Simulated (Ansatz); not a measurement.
Consider the isomerisation: `BC=C=O` → `B1C=CO1`.

Isolated molecules relaxed with PBE0-D4/def2-TZVP in Ansatz; ΔE leaves out vibrations. CBS: MP2 limit from def2 TZ/QZ plus the TZ coupled-cluster correction, frozen cores. DFT in def2-TZVPP.

```json
{"level": "BLYP", "ΔE (kJ/mol)": "70.5"}
{"level": "HF/def2-SVP", "ΔE (kJ/mol)": "57.2"}
```

(1) What does CCSD(T)/CBS give? (Best estimate.)

Largest T1 diagnostic among the species: 0.017.

## Answers

(1) Computed: +30.5 kJ/mol. The listed levels differ from it by 40.0, 26.7 kJ/mol.

Leaving LDA and LC-ωPBE aside and taking each functional with its dispersion term where it has one, the values, not all of them listed here, spread over 37.9 kJ/mol, from PBE-QIDH to BLYP-D4. LDA lies −23.8 kJ/mol from PBE without D4. From PBE to PBE0 (25 % exact exchange), in def2-TZVPP and without D4, ΔE moves by −10.6 kJ/mol. At CCSD(T), def2-SVP lies +10.2 kJ/mol from the extrapolated value and def2-TZVPP +6.5 kJ/mol.
